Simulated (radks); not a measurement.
Values are calculated unless marked as measured or tabulated.
The gadolinium ion Gd+, configuration [Xe] 4f7 5d1 6s1. Level of theory: scalar-relativistic Kohn-Sham, PBE, spin-polarised, spherical densities, point nucleus; open shells are filled with parallel spins first (spin-orbit coupling, left out, can overturn this in heavy ions) (a radial shooting solver on a logarithmic mesh with Libxc functionals). Some entries of the table are withheld. Estimate them.

orbital  occ.  eigenvalue (hartree)  <1/r> (bohr^-1)  <r^2> (bohr^2)
1s up       1             -1841.516            71.67       0.0006547
1s down     1             -1841.515            71.67       0.0006547
2s up       1             -304.2161            16.62         0.01027
2s down     1             -304.2131            16.62         0.01027
2p up       3             -270.7216            15.52        0.008282
2p down     3             -270.7193            15.52        0.008282
3s up       1             -67.63294            6.097         0.06829
3s down     1             -67.53631            6.104         0.06816
3p up       3             -57.25831            5.731         0.06849
3p down     3             -57.16205            5.737         0.06834
3d up       5             -43.56026            5.437         0.05756
3d down     5             -43.48603            5.444         0.05739
4s up       1             -13.87616            2.570          0.3450
4s down     1             -13.64970            2.569          0.3450
4p up       3             -10.45709            2.363          0.3895
4p down     3             -10.23220            2.361          0.3897
4d up       5              -5.72904            2.082          0.4689
4d down     5              -5.50601            2.079          0.4707
5s up       1              -2.10300            1.001             (1)
5s down     1              -1.97377           0.9831             (2)
5p up       3              -1.26851           0.8442           2.730
5p down     3              -1.16404           0.8261           2.825
4f up       7              -0.61632            1.533          0.9501
4f down     0              -0.41443            1.491           1.081
6s up       1                   (3)           0.3502           14.50
5d up       1              -0.33185              (4)           7.533
5d down     0              -0.26188              (5)           7.892

Answer. 
(1) 5s up <r^2> (bohr^2): 1.979
(2) 5s down <r^2> (bohr^2): 2.035
(3) 6s up eigenvalue (hartree): -0.36004
(4) 5d up <1/r> (bohr^-1): 0.5171
(5) 5d down <1/r> (bohr^-1): 0.5024
